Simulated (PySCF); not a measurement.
# Ti+ (titanium, charge +1) across methods

[Ar] 3d1 4s1 5s1, high-spin 4D determinant (an excited configuration). Computed with PySCF 2.14 in aug-cc-pVDZ-DK (7s6p4d2f, 59 functions), with the spin-free X2C one-electron Hamiltonian (Gaussian nucleus).

```
method  E (hartree)  mean ε 3d α (eV)  mean ε 4s α (eV)  mean ε 5s α (eV)  Σ⟨r²⟩ (bohr²)   ⟨S²⟩
r2SCAN     -852.956           -22.173           -15.321            -5.222          70.58  3.751
  MN15     -853.355           -24.354           -16.351            -5.460          72.03  3.750
   LDA     -850.889           -21.417           -15.440            -5.312          68.51  3.750
  PBE0     -852.814           -23.671           -15.945            -5.617          69.72  3.751
  PW91     -853.031           -21.666           -15.234            -5.338          69.02  3.750
   UHF   -852.11520           -29.333           -17.979            -6.195          74.30  3.752
   PBE     -852.775           -21.544           -15.147            -5.324          69.07  3.750
 B3LYP     -853.026           -23.319           -15.919            -5.465          69.78  3.750
```

The outer electron is Rydberg-like, and this basis confines it to a smaller radius and binds it less than a complete one would.
